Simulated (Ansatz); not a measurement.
Input file for Ansatz (a quantum-chemistry and plane-wave program): U-PBE/def2-TZVPP on MoSe, 2S+1 = 7, a spin state set in the input, which need not be the lowest, a point of a bond scan (R = 2.532 Å). Elements past Kr take the def2 small-core potentials; no spin–orbit coupling.

Ansatz 0.2 input:
```yaml
crystal:
  periodic: [false, false, false]
  atoms:
    - {symbol: Mo, position_ang: [0.00000000, 0.00000000, 0.00000000]}
    - {symbol: Se, position_ang: [0.00000000, 0.00000000, 2.53216600]}
basis:
  gaussian:
    orbitals: def2-TZVPP
    pivot_positions_ang: [[0.00000000, 0.00000000, 0.00000000], [0.00000000, 0.00000000, 2.53216600]]
hamiltonian:
  xc: {name: PBE}
magnetization: {spin_polarized: true, initial_magnetization: 6}
output: {forces: true, orbitals: {seedname: ./end}}
```

The head of its log:

```
WARN ansatz: RAYON_NUM_THREADS=1 ignored (pool sized by the plan → 1); use --threads N
Functional definition: PBE
integrals: 0.03 GiB planned
686 factors; their error is unknown
mean field: 0.32 GiB planned
mean field evaluation 1: about -67187.3192 eV, gradient 3.5e1 eV
mean field evaluation 2: about -67119.0234 eV, gradient 8.5e1 eV
```

Q: Predict the final total energy.

A: -2469.3356 hartree.
